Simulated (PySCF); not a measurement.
C6H9N3.
Atom-mapped SMILES: `[CH3:1][CH:2]([CH3:3])[c:4]1[cH:5][cH:6][n:7][n:8][n:9]1`

Structure used (GFN2-xTB), in Å, numbered top down from 1:
```
atom  x, y, z in Å
C1    -1.714    0.920   -0.558
C2    -0.920   -0.332   -0.183
C3    -1.501   -0.987    1.072
C4     0.507    0.048    0.076
C5     1.579   -0.458   -0.656
C6     2.829    0.005   -0.276
N7     2.967    0.872    0.718
N8     1.927    1.297    1.352
N9     0.734    0.916    1.063
H10   -2.756    0.665   -0.734
H11   -1.657    1.645    0.250
H12   -1.310    1.373   -1.461
H13   -0.951   -1.045   -1.014
H14   -0.945   -1.888    1.325
H15   -1.441   -0.295    1.907
H16   -2.541   -1.256    0.907
H17    1.443   -1.163   -1.463
H18    3.742   -0.310   -0.762
```

NICS = −σ at a ghost point: NICS(0) at the centroid of the ring atoms, NICS(1) 1 Å to either side along the normal of their mean plane, zz for the tensor component along that normal. Level: GIAO PBE0/pcSseg-1 (PySCF, non-relativistic, gas phase) on the GFN2-xTB geometry, one conformer.

Ring bond lengths (Å), with Mayer bond orders in brackets: C4–C5 1.394 (1.32), C5–C6 1.386 (1.39), C6–N7 1.327 (1.42), N7–N8 1.290 (1.36), N8–N9 1.286 (1.40), N9–C4 1.334 (1.36).

Question: What do the NICS probes read (ppm)?

Answer: 
```json
{"ring": "C4–C5–C6–N7–N8–N9", "type": "6-membered ring with 3 N; formal bonds all aromatic", "NICS(0)": "-4.0", "NICS(1), two faces": "-11.4 / -11.4", "NICS(1)zz, two faces": "-27.3 / -27.3", "rms pucker (Å)": "0.00", "centre to ring atoms, mean (Å)": "1.34"}
```

Question: What can be read from them?

Answer: 
- C4–C5–C6–N7–N8–N9: mean NICS(1)zz -27.3 ppm, shielded. For a flat ring without four-coordinate atoms the NICS criterion counts such a value as aromatic. NICS(0) lies 7 ppm above the mean NICS(1).

Question: How equal are the bonds by HOMA? HOMA = 1 − mean of α(R − Ropt)² over the ring bonds, with Krygowski's 1993 parameters (CC: Ropt 1.388 Å, α 257.7 Å⁻²; CN: Ropt 1.334 Å, α 93.52 Å⁻²; NN: Ropt 1.309 Å, α 130.33 Å⁻²).

Answer: 
- C4–C5–C6–N7–N8–N9: HOMA 0.98; the largest term is that of N8–N9, α(R − Ropt)² = 0.07. The geometric and the magnetic index point the same way.

Question: At the first NICS(1) probe listed for ring C4–C5–C6–N7–N8–N9, 1 Å off the ring, what do the in-plane components average?

Answer: The isotropic value is a third of the trace: (3 × -11.4 − (-27.3))/2 = -3.5 ppm.

On one thread of an Arm Neoverse V1, no GPU, shared host with 32 logical CPUs at a one-minute load of 13, this took 38 s of wall time (grids of density and orbitals included) and 0.91 GiB of memory at its peak. This is the whole shielding run at PBE0/pcSseg-1, SCF included.
